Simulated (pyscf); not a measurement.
## H₃C–SnH:, singlet

Gas-phase minimum from PySCF at ωB97X-D3(BJ)/def2-SVP, one conformer. Other isomers of H₃C–SnH: [singlet] were not searched in full and may lie lower. 

```xyz
6

C     -0.1821     0.3486    -0.4872
Sn     1.8120    -0.3062     0.1333
H     -0.3995     1.3386    -0.0511
H     -0.9405    -0.3477    -0.0902
H     -0.2858     0.4070    -1.5806
H      1.3841    -0.2062     1.8559
```
Charge 0, spin multiplicity 1.

Bonds (Å): C1–Sn2 2.189, C1–H3 1.103, C1–H4 1.103, C1–H5 1.100, Sn2–H6 1.778. Angles (°): Sn2–C1–H3 109.6, Sn2–C1–H4 109.6, Sn2–C1–H5 112.6, H3–C1–H4 106.8, H3–C1–H5 109.1, H4–C1–H5 109.1, C1–Sn2–H6 92.2.

Properties at ωB97X-D3(BJ)/def2-SVP:

```yaml
harmonic_wavenumbers_unscaled: 140, 503, 532, 562, 804, 1210, 1432, 1440, 1746, 3055, 3151, 3183 cm⁻¹
zero_point_energy: 25.4 kcal/mol
rotational_symmetry_number: 1
Entropy of this conformer at 298 K and 1 atm, rigid rotor and harmonic oscillator, modes under 100 cm⁻¹ raised to 100: 281.9 J/(mol K)
dipole_moment: 0.50 D
```

Single-point totals, which compare only within one level (frozen core for MP2 and CC):

| level | total energy (hartree) |
|---|---|
| ωB97X-D3(BJ)/def2-TZVP | -254.89523 |
| PBE/def2-TZVP | -254.72981 |
| r²SCAN/def2-TZVP | -254.84440 |
| B3LYP-D3(BJ)/def2-TZVP | -254.88349 |
| PBE0-D3(BJ)/def2-TZVP | -254.74905 |
| M06-2X/def2-TZVP | -254.69756 |
| ωB97M-D3(BJ)/def2-TZVP | -254.84129 |
| HF/def2-TZVPP | -253.53088 |
| MP2/def2-TZVPP | -254.02782 |
| CCSD/def2-TZVPP | -254.04393 |
| CCSD(T)/def2-TZVPP | -254.06024 |

Soft torsions are taken as harmonic, which can shift the entropy by several J/(mol K). The CCSD(T) − MP2 part came from Ansatz, without density fitting, on the same reference. The frozen core leaves the outer d or s,p core shells of the metals and heavy elements correlated in the MP2 and CC values, and def2-TZVPP describes them poorly, so these totals are far from the basis limit. Elements past Kr carry the def2 core potentials, without spin-orbit coupling.
